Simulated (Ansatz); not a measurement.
Reaction (redistribution): `[NH2][Al]([F])[Br]` + `BrBBr` → `[NH2][AlH][Br]` + `FB(Br)Br`

Computed with Ansatz on PBE0-D4/def2-TZVP structures; ΔE is electronic, products minus reactants. CBS: MP2 limit from def2 TZ/QZ plus the TZ coupled-cluster correction, frozen cores. DFT in def2-TZVPP. For Br outer-core shells are correlated without core-valence functions, which leaves a few kJ/mol of doubt a bond. Scalar relativity is left out up to krypton. One conformer a species, not always the lowest.

Is it downhill or uphill in electronic energy at CCSD(T)/CBS, and by how much? (Best estimate.)

The calculation gave: Uphill: ΔE = +55.8 kJ/mol.

What do these levels give: BLYP-D4, r2SCAN0-D4, ωB97X-V, B2PLYP, revPBE, BLYP, r2SCAN, RPA@PBE/def2-TZVPP, MP2/def2-SVP, CCSD/def2-SVP, HF/def2-TZVPP, MP2/def2-QZVPP? (An estimate is asked.)

Computed: BLYP-D4 45.5, r2SCAN0-D4 47.1, ωB97X-V 45.0, B2PLYP 51.1, revPBE 42.9, BLYP 46.4, r2SCAN 45.8, RPA@PBE/def2-TZVPP 49.7, MP2/def2-SVP 36.7, CCSD/def2-SVP 36.2, HF/def2-TZVPP 49.8, MP2/def2-QZVPP 58.5 kJ/mol.

Largest T1 diagnostic among the species: 0.010.

From BLYP to BHLYP (50 % exact exchange), in def2-TZVPP and without D4, ΔE moves by +3.4 kJ/mol. At CCSD(T), def2-SVP lies −21.8 kJ/mol from the extrapolated value and def2-TZVPP −4.5 kJ/mol. Leaving LDA and LC-ωPBE aside and taking each functional with its dispersion term where it has one, the values, not all of them listed here, spread over 18.5 kJ/mol, from B97M-V to B2PLYP. LDA lies −10.1 kJ/mol from PBE without D4.
